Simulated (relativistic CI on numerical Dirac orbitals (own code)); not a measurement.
# Tc25+: sensitivity of the levels to the model

Base calculation: Dirac-Coulomb-Breit CI, orbitals from a KLI potential per configuration, model QED (radiative potential, 1s self-energy scaled to tabulated hydrogen-like ionisation energies), unscaled Slater integrals.

CI space (outside the closed core [Ne]): 3s2 3p6, 3s2 3p5 3d, 3s 3p6 3d, 3s2 3p5 4s, 3s2 3p5 4p, 3s2 3p5 4d, 3s 3p6 4s, 3p6 3d 4p, 3s2 3p5 4f, 3s 3p6 4p, 3s 3p6 4d, 3s 3p6 4f, 3s2 3p5 5s, 3s2 3p5 5p, 3s2 3p5 5d, 3s2 3p5 5f, 3s2 3p5 5g, 3s 3p6 5s, 3s 3p6 5p, 3s 3p6 5d, 3s2 3p5 6s, 3s2 3p5 6p, 3p6 3d2, 3p5 3d3, 3p5 3d2 4s, 3p5 3d2 4p, 3p5 3d2 4d, 3p6 3d 4s, 3p5 3d 4s2, 3p5 3d 4s 4p, 3p5 3d 4s 4d. Double excitations out of closed p, d and f shells are left out; levels of such configurations are missing from the list, as are those of other unlisted configurations, and high levels can miss mixing partners. These lack a partner that the ground configuration has and come out too high: 3s2 3p5 4f, 3s2 3p5 5s, 3s2 3p5 5p, 3s2 3p5 5d, 3s2 3p5 5f.

Variants: (1) only the first 3 configurations. Shifts of the energy above 3s2 3p6 1S_0, in eV, for the lowest level and the first level of each name with at least 55 % of one term (blank where a level changes its place among those of its configuration and J or its character, or is not in the variant):

```
           Level     Base    Δ(1)
    3s2 3p6 1S_0    0.000   0.000
3s2 3p5 3d 3P°_0  114.309  -0.054
3s2 3p5 3d 3P°_1  117.186  -0.055
3s2 3p5 3d 3F°_3  122.273  +0.021
3s2 3p5 3d 3F°_4  124.175  +0.057
3s2 3p5 3d 3D°_3  132.959  -0.063
3s2 3p5 3d 3D°_1  140.835  -0.068
3s2 3p5 3d 3F°_2  147.034  +0.006
3s2 3p5 3d 1P°_1  177.639  -0.015
  3s 3p6 3d 3D_1  244.141  +0.095
  3s 3p6 3d 3D_2  245.693  +0.096
  3s 3p6 3d 3D_3  249.443  +0.094
  3s 3p6 3d 1D_2  258.823  +0.133
    3p6 3d2 3F_2  496.418        
    3p6 3d2 3F_3  500.556        
    3p6 3d2 3F_4  504.124        
    3p6 3d2 3P_0  505.855        
    3p6 3d2 3P_1  508.214        
    3p6 3d2 1G_4  512.124        
    3p6 3d2 3P_2  512.836        
    3p6 3d2 1S_0  528.092        
   3p5 3d3 5D°_1  606.102
```

At this charge energies of transitions that change n are usually good to better than 1 %, and those within a shell (Δn = 0) to a few per cent.

Ionisation energy from the two ground configurations alone: base 1353.69 eV. The NIST ASD value (semi-empirical) is 1354 eV.

LS names give the leading component of a level, which can be under half, so a name can repeat, a term be missing and a line seem to break the LS rules.
